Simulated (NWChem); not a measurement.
# C3H10OSi; SMILES C[Si](C)(C)O

```xyz
15

C     -0.3768     0.9902    -1.5361
Si     0.0365    -0.0117     0.0000
C     -0.8787    -1.6411     0.0000
C     -0.3768     0.9902     1.5361
O      1.6634    -0.4331     0.0000
H     -1.4503     1.2377    -1.5711
H      0.1803     1.9410    -1.5656
H     -0.1299     0.4280    -2.4506
H     -0.6181    -2.2354     0.8896
H     -1.9695    -1.4878     0.0000
H     -0.6181    -2.2354    -0.8896
H     -1.4503     1.2377     1.5711
H      0.1803     1.9410     1.5656
H     -0.1299     0.4280     2.4506
H      2.2920     0.2936     0.0000
```
Atoms are numbered in this order, from 1.

Level: PBE0/def2-SVP (NWChem), optimised geometry, unscaled harmonic frequencies. 

List the harmonic frequencies with IR intensities, and the thermochemistry.


```csv
frequency (cm⁻¹),IR intensity (km/mol)
134,6.1
153,14.2
166,0.0
169,22.3
193,0.4
216,44.7
233,1.6
273,11.9
279,40.1
610,0.2
666,0.0
682,2.5
692,4.7
735,71.9
756,39.5
791,8.1
811,69.6
856,136.8
882,247.0
931,115.0
1262,49.3
1264,53.5
1270,17.1
1419,0.1
1424,0.1
1425,0.0
1432,4.1
1434,4.5
1442,10.9
3050,3.2
3051,3.3
3058,1.6
3148,0.0
3150,14.1
3158,4.3
3158,3.0
3162,7.5
3165,4.1
3939,71.1
```

```
Property                                                                            Value
-----------------------------------------------------------------------  ----------------
zero-point energy                                                           78.1 kcal/mol
thermal correction to the enthalpy at 298.15 K (with zero-point energy)     84.3 kcal/mol
heat capacity Cv                                                         31.4 cal/(mol K)
entropy at 298.15 K and 1 atm (symmetry number 1)                        88.6 cal/(mol K)
dipole moment                                                                      1.37 D
```

Rigid rotor and harmonic oscillator.
